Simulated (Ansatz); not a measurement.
How basis sets differ on CH6GeSe (SMILES [CH3][GeH2][SeH])

CH6GeSe: 9 atoms, total charge 0, spin state singlet. As SMILES, `[CH3][GeH2][SeH]`. Geometry: relaxed at PBE0-D4/def2-TZVP. This is one conformer, not always the lowest.

Quantity: the HOMO–LUMO gap, in eV. The values are calculated.

| level | kind | program | value (eV) |
| --- | --- | --- | --- |
| HF/STO-3G | Hartree–Fock | Ansatz | 15.84 |
| HF/3-21G | Hartree–Fock | Ansatz | 12.91 |
| HF/def2-SVP | Hartree–Fock | Ansatz | 13.16 |
| HF/def2-TZVP | Hartree–Fock | Ansatz | 12.54 |

All-electron rows without a relativistic Hamiltonian named are non-relativistic. The values span 12.54 to 15.84 eV. A Hartree–Fock LUMO above zero doesn't converge with the basis: it sinks as sets grow more diffuse. Orbital gaps aren't excitation energies.
